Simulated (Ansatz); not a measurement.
Ansatz (a quantum-chemistry and plane-wave program) input (B3LYP-D3(BJ)/def2-TZVP):

Ansatz 0.2 input:
```yaml
crystal:
  periodic: [false, false, false]
  atoms:
    - {symbol: Y, position_ang: [0.27514078, -0.37721565, 0.91443241]}
    - {symbol: O, position_ang: [1.16223792, -0.14078599, -0.90382910]}
    - {symbol: F, position_ang: [-1.50196664, 0.51953043, 0.00874148]}
basis:
  gaussian:
    orbitals: def2-TZVP
hamiltonian:
  xc: b3lyp
  dispersion: d3bj
total_charge: 1
magnetization: {spin_polarized: true, initial_magnetization: 1}
relax: {f_tol: 0.002, max_steps: 150}
```

Output:

```
Functional definition: B3LYP
integrals: 0.03 GiB planned
674 factors; their error is unknown
mean field: 0.33 GiB planned
mean field evaluation 1: about -5779.0613 eV, gradient 8.3e1 eV
mean field evaluation 2: about -5212.4859 eV, gradient 2.5e2 eV
mean field evaluation 4: about -5801.5817 eV, gradient 1.1e1 eV
mean field evaluation 8: about -5802.0372 eV, gradient 9.5e-2 eV
mean field evaluation 16: about -5802.0666 eV, gradient 2.9e-5 eV
mean field evaluation 32: about -5802.3701 eV, gradient 2.6e-5 eV
mean field -5802.37012587 eV, -213.2331691379 hartree, gradient 2.7e-6 eV, S^2 0.757553; 4 other end points of the search recorded, 0 dependent functions left out
the calculation of the forces begins
reference -5802.37039101 eV, -213.2331788816 hartree; 14, 13 occupied and 88, 89 virtual orbitals, 674 factors
relax step   1: F+E_penalty+E_count = -5802.45060563 eV  Δ(F+E_penalty+E_count) = +0.000e0 eV  max|allowed force component| = 2.995e0 eV/Å  Δτ_max = 0.0000 Å  (161 SCF iters, accepted)
these checks for a lower state are left out or cut short: starts, cluster_reference, orbital_swaps, neighbouring_geometries, increment
integrals: 0.03 GiB planned
674 factors; their error is unknown
mean field: 0.34 GiB planned
mean field -5803.07638024 eV, -213.2591235075 hartree, gradient 1.2e-5 eV, S^2 0.754964; 0 other end points of the search recorded, 0 dependent functions left out
the calculation of the forces begins
reference -5803.07663664 eV, -213.2591329299 hartree; 14, 13 occupied and 88, 89 virtual orbitals, 674 factors
relax step   2: F+E_penalty+E_count = -5803.15740753 eV  Δ(F+E_penalty+E_count) = -7.068e-1 eV  max|allowed force component| = 1.783e0 eV/Å  Δτ_max = 0.1958 Å  (63 SCF iters, accepted)
these checks for a lower state are left out or cut short: starts, cluster_reference, orbital_swaps, neighbouring_geometries, increment
integrals: 0.03 GiB planned
674 factors; their error is unknown
mean field: 0.34 GiB planned
mean field evaluation 64: about -5803.1503 eV, gradient 2.1e-1 eV
mean field -5803.17974634 eV, -213.2629221414 hartree, gradient 1.3e-5 eV, S^2 0.755036; 0 other end points of the search recorded, 0 dependent functions left out
the calculation of the forces begins
reference -5803.18000826 eV, -213.2629317669 hartree; 14, 13 occupied and 88, 89 virtual orbitals, 674 factors
relax step   3: F+E_penalty+E_count = -5803.25967269 eV  Δ(F+E_penalty+E_count) = -1.023e-1 eV  max|allowed force component| = 2.849e-1 eV/Å  Δτ_max = 0.1160 Å  (64 SCF iters, accepted)
these checks for a lower state are left out or cut short: starts, cluster_reference, orbital_swaps, neighbouring_geometries, increment
integrals: 0.03 GiB planned
674 factors; their error is unknown
mean field: 0.34 GiB planned
mean field -5803.19304994 eV, -213.2634110399 hartree, gradient 8.4e-6 eV, S^2 0.754994; 0 other end points of the search recorded, 0 dependent functions left out
the calculation of the forces begins
reference -5803.19331331 eV, -213.2634207186 hartree; 14, 13 occupied and 88, 89 virtual orbitals, 674 factors
relax step   4: F+E_penalty+E_count = -5803.27229327 eV  Δ(F+E_penalty+E_count) = -1.262e-2 eV  max|allowed force component| = 1.491e-1 eV/Å  Δτ_max = 0.0696 Å  (59 SCF iters, accepted)
these checks for a lower state are left out or cut short: starts, cluster_reference, orbital_swaps, neighbouring_geometries, increment
integrals: 0.03 GiB planned
674 factors; their error is unknown
mean field: 0.34 GiB planned
mean field evaluation 96: about -5803.1939 eV, gradient 2.1e-5 eV
mean field -5803.19391347 eV, -213.2634427740 hartree, gradient 1.2e-5 eV, S^2 0.754960; 0 other end points of the search recorded, 0 dependent functions left out
the calculation of the forces begins
reference -5803.19417662 eV, -213.2634524446 hartree; 14, 13 occupied and 88, 89 virtual orbitals, 674 factors
relax step   5: F+E_penalty+E_count = -5803.27311683 eV  Δ(F+E_penalty+E_count) = -8.236e-4 eV  max|allowed force component| = 8.245e-3 eV/Å  Δτ_max = 0.0086 Å  (56 SCF iters, accepted)
these checks for a lower state are left out or cut short: starts, cluster_reference, orbital_swaps, neighbouring_geometries, increment
integrals: 0.03 GiB planned
674 factors; their error is unknown
mean field: 0.34 GiB planned
mean field -5803.19391895 eV, -213.2634429755 hartree, gradient 3.9e-6 eV, S^2 0.754957; 0 other end points of the search recorded, 0 dependent functions left out
the calculation of the forces begins
reference -5803.19418209 eV, -213.2634526455 hartree; 14, 13 occupied and 88, 89 virtual orbitals, 674 factors
relax step   6: F+E_penalty+E_count = -5803.27311983 eV  Δ(F+E_penalty+E_count) = -3.001e-6 eV  max|allowed force component| = 1.194e-4 eV/Å  Δτ_max = 0.0006 Å  (49 SCF iters, accepted)
integrals: 0.03 GiB planned
674 factors; their error is unknown
mean field: 0.34 GiB planned
mean field evaluation 128: about -5802.9901 eV, gradient 1.4e-2 eV
mean field -5803.19391895 eV, -213.2634429755 hartree, gradient 3.9e-6 eV, S^2 0.754957; 5 other end points of the search recorded, 0 dependent functions left out
the calculation of the forces begins
reference -5803.19418209 eV, -213.2634526455 hartree; 14, 13 occupied and 88, 89 virtual orbitals, 674 factors
Total energy: -5803.27338296 eV, -213.2663632239 hartree
Atom 0 at     0.135561    -0.265940     0.707745 Å, force     0.000119    -0.000010    -0.000107 eV/Å
Atom 1 at     1.356178    -0.211950    -0.893604 Å, force    -0.000020    -0.000020     0.000090 eV/Å
Atom 2 at    -1.556327     0.479419     0.205204 Å, force    -0.000100     0.000030     0.000017 eV/Å
Dipole moment:     0.379893    -0.515423     1.268027 e Å
```

The spin state was set by rule; other spins were not relaxed.
